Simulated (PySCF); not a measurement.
# Polarisability and C₆ of Mg²⁺ (magnesium, charge +2)

[Ne], closed-shell 1S. Computed with PySCF 2.14 in aug-cc-pVQZ-DK (7s6p4d3f2g, 84 functions), with scalar relativity by spin-free X2C-1e. Coupled (time-dependent) response in atomic units; α is the mean over directions.

```tsv
method	mean α (bohr³)	C₆ (like pair)	S(−4)
UHF	0.3130	0.2131	0.04141
PBE	0.3552	0.2548	0.05550
PBE0	0.3414	0.2408	0.05065
BHandHLYP	0.3312	0.2304	0.04735
M06	0.3322	0.2281	0.04937
```

S(−4) is the Cauchy moment in α(ω) = α(0) + S(−4) ω² + …

α(iu) at PBE0:

| u (hartree) | α(iu) (bohr³) |
| --- | --- |
| 0 | 0.3414 |
| 0.0500 | 0.3413 |
| 0.100 | 0.3409 |
| 0.200 | 0.3394 |
| 0.300 | 0.3369 |
| 0.500 | 0.3293 |
| 0.750 | 0.3155 |
| 1.00 | 0.2984 |
| 1.50 | 0.2595 |
| 2.00 | 0.2207 |
| 3.00 | 0.1568 |
| 5.00 | 0.08318 |

A single London oscillator, α(iu) = α/(1 + u²/ω²), gives C₆ = (3/4) ω α². Matching the computed C₆ needs ω = 4 × 0.2408 / (3 × 0.3414²) = 2.75 hartree.

For an ion, C₆ is the dispersion term alone; charge-induced terms of lower order in 1/R come first.
